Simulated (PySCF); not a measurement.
Consider 1,4-dimethylpyrazole, `Cc1cnn(C)c1` (C5H8N2). Numbering: `[CH3:1][c:2]1[cH:3][n:4][n:5]([CH3:6])[cH:7]1` These are map numbers, not IUPAC locants.

Computed at ωB97X-D3(BJ)/def2-TZVP // PBE0-D3(BJ)/def2-SVP with PySCF (density fitting, grid level 2). Thermal corrections: GFN2-xTB frequencies, unscaled, ideal gas at 298.15 K and 1 bar, quasi-RRHO entropy. These were taken at the GFN2-xTB minima.

**Question.** Rank these of its sites by proton affinity, highest first.
A. C2 (aromatic carbon)
B. N5 (pyrrole-type nitrogen)
C. C3 (aromatic carbon)
D. N4 (pyridine-type nitrogen)

**Answer.** D (947 kJ/mol), A (859 kJ/mol), C (845 kJ/mol), B (824 kJ/mol).

Not ranked, since the method can't order them against a listed neighbour: C7 (847 kJ/mol).

**Question.** For C3 (aromatic carbon), what are ΔE (electronic) and ΔG(298 K) of removing the proton again?

**Answer.** ΔE = 864 and ΔG = 814 kJ/mol, beside ΔH = 845 kJ/mol. The protonated species is `CC1=C[N+](C)=NC1`.

**Question.** Of those listed, which site of protonation is favoured in benzonitrile (IEF-PCM), and by how much?

**Answer.** N4 (pyridine-type nitrogen), by 86 kJ/mol over C2 (aromatic carbon); the gas phase favours the same one.

Caveats: the order of C7 and C3 is undecided: the gaps lie inside the method's error (some 10 kJ/mol, one structure a species); in free energy C2 and C7 (by 9.6 kJ/mol) differ by less than the method's error (some 10 kJ/mol), so that order is undecided.
